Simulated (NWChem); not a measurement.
System: YCl$_{2}$ cation; SMILES [Cl][Y+][Cl]

NWChem input:

```
start job
memory heap 200 mb stack 700 mb global 900 mb
charge 1
geometry units angstroms noautoz
  Y      0.000000     0.000000     0.552844
  Cl     1.926635     0.000000    -0.797856
  Cl    -1.926635     0.000000    -0.797856
end
basis spherical
  Y library def2-svp
  Cl library def2-svp
end
ecp
  Y library def2-ecp
end
dft
  xc revpbe cpbe96
  iterations 150
  mulliken
end
task dft energy
```

NWChem printed, in part:

```
             Northwest Computational Chemistry Package (NWChem) 7.3.0
             --------------------------------------------------------

 C2V symmetry detected

                             Geometry "geometry" -> ""
                             -------------------------

 Output coordinates in angstroms (scale by  1.889725989 to convert to a.u.)

  No.       Tag          Charge          X              Y              Z
 ---- ---------------- ---------- -------------- -------------- --------------
    1 Y                   39.0000     0.00000000     0.00000000     0.62909315
    2 Cl                  17.0000     1.92663500     0.00000000    -0.72160685
    3 Cl                  17.0000    -1.92663500     0.00000000    -0.72160685

 Effective nuclear repulsion energy (a.u.)     337.9073035834

      Symmetry information
      --------------------

 Group name             C2v
 Group number             16
 Group order               4
 No. of unique centers     2

 Summary of "ao basis" -> "ao basis" (spherical)
 ------------------------------------------------------------------------------
       Tag                 Description            Shells   Functions and Types
 ---------------- ------------------------------  ------  ---------------------
 Y                          def2-svp                11       31   5s3p2d1f
 Cl                         def2-svp                 8       18   4s3p1d

      Symmetry analysis of basis
      --------------------------

        a1         27
        a2          8
        b1         20
        b2         12

            General Information
            -------------------
          SCF calculation type: DFT
          Wavefunction type:  closed shell.
          No. of atoms     :     3
          No. of electrons :    44
           Alpha electrons :    22
            Beta electrons :    22
          Charge           :     1
          Spin multiplicity:     1
          Use of symmetry is: on ; symmetry adaption is: on
          Maximum number of iterations: 150
          AO basis - number of functions:    67
                     number of shells:    27
          Convergence on energy requested:  1.00D-06
          Convergence on density requested:  1.00D-05
          Convergence on gradient requested:  5.00D-04

              XC Information
              --------------
                        RevPBE Exchange Functional  1.000
            Perdew 1991 LDA Correlation Functional  1.000 local
           PerdewBurkeErnz. Correlation Functional  1.000 non-local

             Grid Information
             ----------------
          Grid used for XC integration:  medium
          Radial quadrature: Mura-Knowles
          Angular quadrature: Lebedev.
          Tag              B.-S. Rad. Rad. Pts. Rad. Cut. Ang. Pts.
          ---              ---------- --------- --------- ---------
          Y                   1.80      123          10.0       590
          Cl                  1.00       88          10.0       590
          Grid pruning is: on
          Number of quadrature shells:   211
          Spatial weights used:  Erf1

      Superposition of Atomic Density Guess
      -------------------------------------

 Sum of atomic energies:        -962.30451386

 Renormalizing density from      45.00 to     44

      Non-variational initial energy
      ------------------------------

 Total energy =    -943.448184
 1-e energy   =   -1543.494990
 2-e energy   =     476.244990
 HOMO         =      -0.782939
 LUMO         =      -0.314277

      Symmetry analysis of molecular orbitals - initial
      -------------------------------------------------

  Numbering of irreducible representations:

     1 a1          2 a2          3 b1          4 b2

  Orbital symmetries:

     1 a1          2 b1          3 a1          4 b1          5 a1
     6 b1          7 a1          8 b1          9 b2         10 a2
    11 a1         12 b1         13 a1         14 b2         15 a1
    16 b1         17 a1         18 a1         19 b1         20 a2
    21 b2         22 b1         23 a1         24 b2         25 a1
    26 a2         27 b1         28 a1         29 b2         30 a1
    31 b1         32 a1

     ---------------------------------------------
      Total Density - Mulliken Population Analysis
     ---------------------------------------------

    Atom       Charge   Shell Charges
 -----------   ------   -------------------------------------------------------
    1 Y   11     8.72  -0.65  1.62  1.03  0.18  0.00  5.64  0.45  0.03  0.29  0.05  0.07
    2 Cl  17    17.64   2.00  2.00  1.38  0.56  5.97  2.62  3.10  0.01
    3 Cl  17    17.64   2.00  2.00  1.38  0.56  5.97  2.62  3.10  0.01

   convergence    iter        energy       DeltaE   RMS-Dens  Diis-err
 ---------------- ----- ----------------- --------- --------- ---------
 d= 0,ls=0.0,diis     1   -957.8625075444 -1.08D+03  1.02D-01  2.48D+00
 d= 0,ls=0.0,diis     2   -945.4555787678  1.24D+01  9.22D-02  6.00D+01
 d= 0,ls=0.0,diis     3   -958.1744386881 -1.27D+01  7.85D-03  1.70D-01
 d= 0,ls=0.0,diis     4   -958.1877926840 -1.34D-02  2.32D-03  2.34D-02
 d= 0,ls=0.0,diis     5   -958.1920917484 -4.30D-03  3.70D-04  8.66D-04
  Resetting Diis
 d= 0,ls=0.0,diis     6   -958.1921747603 -8.30D-05  2.29D-04  2.94D-04
 d= 0,ls=0.0,diis     7   -958.1922238337 -4.91D-05  6.11D-05  5.28D-06
 d= 0,ls=0.0,diis     8   -958.1922229268  9.07D-07  5.55D-05  1.05D-05
 d= 0,ls=0.0,diis     9   -958.1922242134 -1.29D-06  2.06D-05  2.14D-06
 d= 0,ls=0.0,diis    10   -958.1922245930 -3.80D-07  1.30D-06  1.19D-08

         Total DFT energy =     -958.192224592982
      One electron energy =    -1572.565780567007
           Coulomb energy =      551.831651428801
    Exchange-Corr. energy =      -61.259911543794
 Nuclear repulsion energy =      123.801816089017

 Numeric. integr. density =       44.000000332851

                  Occupations of the irreducible representations
                  ----------------------------------------------

                     irrep           alpha         beta
                     --------     --------     --------
                     a1                9.0          9.0
                     a2                2.0          2.0
                     b1                8.0          8.0
                     b2                3.0          3.0

                       DFT Final Molecular Orbital Analysis
                       ------------------------------------

 Vector   20  Occ=2.000000D+00  E=-4.775785D-01  Symmetry=a2
              MO Center= -8.7D-13, -1.2D-15, -5.4D-01, r^2= 4.5D+00
   Bfn.  Coefficient  Atom+Function         Bfn.  Coefficient  Atom+Function
  ----- ------------  ---------------      ----- ------------  ---------------
    43      0.398950  2 Cl py                61     -0.398950  3 Cl py
    40      0.319395  2 Cl py                58     -0.319395  3 Cl py
    15      0.248574  1 Y  d -2              37      0.184767  2 Cl py
    55     -0.184767  3 Cl py                20      0.066006  1 Y  d -2
    26     -0.031663  1 Y  f -2

 Vector   21  Occ=2.000000D+00  E=-4.733819D-01  Symmetry=b2
              MO Center=  8.9D-13, -2.5D-15, -6.3D-01, r^2= 4.6D+00
   Bfn.  Coefficient  Atom+Function         Bfn.  Coefficient  Atom+Function
  ----- ------------  ---------------      ----- ------------  ---------------
    43      0.413950  2 Cl py                61      0.413950  3 Cl py
    40      0.325160  2 Cl py                58      0.325160  3 Cl py
    37      0.188394  2 Cl py                55      0.188394  3 Cl py
    16     -0.181113  1 Y  d -1               7     -0.113641  1 Y  py
    10      0.068380  1 Y  py                13      0.065795  1 Y  py

 Vector   22  Occ=2.000000D+00  E=-4.594326D-01  Symmetry=b1
              MO Center=  1.4D-13,  8.3D-16, -6.6D-01, r^2= 4.8D+00
   Bfn.  Coefficient  Atom+Function         Bfn.  Coefficient  Atom+Function
  ----- ------------  ---------------      ----- ------------  ---------------
    44      0.408216  2 Cl pz                62     -0.408216  3 Cl pz
    41      0.312856  2 Cl pz                59     -0.312856  3 Cl pz
    38      0.181226  2 Cl pz                56     -0.181226  3 Cl pz
    42      0.171083  2 Cl px                60      0.171083  3 Cl px
    39      0.137691  2 Cl px                57      0.137691  3 Cl px

 Vector   23  Occ=0.000000D+00  E=-3.220120D-01  Symmetry=a1
              MO Center= -1.6D-16, -3.5D-15,  7.9D-01, r^2= 3.1D+00
   Bfn.  Coefficient  Atom+Function         Bfn.  Coefficient  Atom+Function
  ----- ------------  ---------------      ----- ------------  ---------------
     4      0.718057  1 Y  s                 19     -0.625987  1 Y  d  2
     2     -0.354874  1 Y  s                  3     -0.252627  1 Y  s
    17     -0.208845  1 Y  d  0               1      0.197871  1 Y  s
     5      0.129678  1 Y  s                 24     -0.091851  1 Y  d  2
     8     -0.087520  1 Y  pz                11      0.086733  1 Y  pz

 Vector   24  Occ=0.000000D+00  E=-3.045353D-01  Symmetry=b2
              MO Center= -9.3D-15, -3.3D-15,  7.6D-01, r^2= 2.4D+00
   Bfn.  Coefficient  Atom+Function         Bfn.  Coefficient  Atom+Function
  ----- ------------  ---------------      ----- ------------  ---------------
    16      0.900965  1 Y  d -1              21      0.147008  1 Y  d -1
    43      0.145078  2 Cl py                61      0.145078  3 Cl py
    13      0.126751  1 Y  py                 7     -0.115188  1 Y  py
    10      0.094566  1 Y  py                40      0.086951  2 Cl py
    58      0.086951  3 Cl py                37      0.049849  2 Cl py

 Vector   25  Occ=0.000000D+00  E=-2.972035D-01  Symmetry=a1
              MO Center= -1.8D-14, -2.9D-16,  1.1D+00, r^2= 2.9D+00
   Bfn.  Coefficient  Atom+Function         Bfn.  Coefficient  Atom+Function
  ----- ------------  ---------------      ----- ------------  ---------------
    17      0.815319  1 Y  d  0               4      0.369045  1 Y  s
     8     -0.197989  1 Y  pz                14      0.183101  1 Y  pz
    42      0.166038  2 Cl px                60     -0.166038  3 Cl px
    11      0.140285  1 Y  pz                 3     -0.135760  1 Y  s
    22      0.129295  1 Y  d  0               2     -0.119094  1 Y  s

     ---------------------------------------------
      Total Density - Mulliken Population Analysis
     ---------------------------------------------

    Atom       Charge   Shell Charges
 -----------   ------   -------------------------------------------------------
    1 Y   11     9.89  -0.66  1.65  1.01  0.26 -0.04  5.63  0.50  0.08  1.16  0.20  0.09
    2 Cl  17    17.06   2.00  1.98  1.29  0.67  5.93  2.15  3.02  0.01
    3 Cl  17    17.06   2.00  1.98  1.29  0.67  5.93  2.15  3.02  0.01

     -------------------------------------------
      Total Density - Lowdin Population Analysis
     -------------------------------------------

    Atom       Charge   Shell Charges
 -----------   ------   -------------------------------------------------------
    1 Y   11    10.57   0.00  0.82  1.06  0.30  0.08  5.02  1.14  0.24  1.10  0.61  0.21
    2 Cl  17    16.71   2.00  1.96  1.04  0.73  5.82  2.24  2.92  0.01
    3 Cl  17    16.71   2.00  1.96  1.04  0.73  5.82  2.24  2.92  0.01

     Multipole analysis of the density
     ---------------------------------

     L   x y z        total         alpha         beta         nuclear
     -   - - -        -----         -----         ----         -------
     0   0 0 0      1.000000    -22.000000    -22.000000     45.000000

     1   1 0 0      0.000000      0.000000      0.000000      0.000000
     1   0 1 0      0.000000      0.000000      0.000000      0.000000
     1   0 0 1      2.728694     18.007738     18.007738    -33.286783

     2   2 0 0    -33.258388   -241.972927   -241.972927    450.687466
     2   1 1 0      0.000000      0.000000      0.000000      0.000000
     2   1 0 1      0.000000      0.000000      0.000000      0.000000
     2   0 2 0    -28.105465    -14.052733    -14.052733      0.000000
     2   0 1 1      0.000000      0.000000      0.000000      0.000000
     2   0 0 2    -25.153596    -51.961529    -51.961529     78.769463
```

Level: revPBE/def2-SVP with def2 effective core potentials on Y. Structure relaxed at the PBE-D3(BJ)/def2-SVP level. The spin multiplicity was typed, not searched, and may not be the lowest. def2 effective core potentials on Y; no spin-orbit coupling.
